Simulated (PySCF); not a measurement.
## Working out the ionisation energy of O⁺

O⁺ [He] 2s2 2p3 (4S) → O²⁺ [He] 2s2 2p2 (3P). Calculation: PySCF 2.14, in aug-cc-pVDZ-DK (4s3p2d, 23 functions); the spin-free X2C one-electron Hamiltonian (Gaussian nucleus). Frozen: 1s2. Energies in hartree (1 hartree = 27.21139 eV):

| part | O⁺ (lower) | O²⁺ (upper) |
| --- | --- | --- |
| UHF | -74.405878 | -73.136229 |
| CCSD correlation | -0.088218 | -0.078975 |
| (T) | -0.000786 | -0.000658 |

Q: What does Hartree-Fock give?

A: (-73.136229) − (-74.405878) = 1.269649 hartree = 34.549 eV.

Q: What do CCSD and CCSD(T) give?

A: The CCSD correlation energies differ by 0.009243 hartree = 0.252 eV and the triples by 0.000128 hartree = 0.003 eV, so CCSD gives 34.801 eV and CCSD(T) 34.804 eV.

Reference: 35.121 eV (measured; NIST Atomic Spectra Database, ionization energies), between the lowest levels; spin-orbit coupling is absent from the calculation.

A double-zeta basis recovers only part of the correlation energy.

What remains against the reference includes basis incompleteness, the frozen core and higher excitations.
